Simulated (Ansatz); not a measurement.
CH₅FGeSe (`[CH3][GeH]([F])[SeH]`) at its PBE0-D4/def2-TZVP geometry, where that method's forces vanish. The species carries charge 0 and has multiplicity 1.

```xyz
9

C     1.0173   -0.6263   -0.2902
Ge   -0.7571    0.1401   -0.3775
F    -1.8385   -1.1285    0.1436
Se   -1.0304    1.9907    1.0294
H     1.7566    0.1020   -0.6244
H     1.2385   -0.9175    0.7368
H     1.0619   -1.5101   -0.9278
H    -1.2534    0.5564   -1.7695
H    -0.1949    1.3932    2.0795
```

What forces (eV/Å) does r2SCAN-D4/def2-TZVPP give on these atoms in the Gaussian-basis code of Ansatz? (An estimate is asked.)

The calculation gave: 
```
C1   0.033 -0.018 -0.001
Ge2  0.007  0.042 -0.058
F3  -0.014 -0.034  0.010
Se4 -0.004  0.027  0.024
H5  -0.014 -0.020  0.009
H6  -0.008  0.008 -0.021
H7  -0.003  0.016  0.012
H8   0.012 -0.014  0.043
H9  -0.007 -0.006 -0.020
```
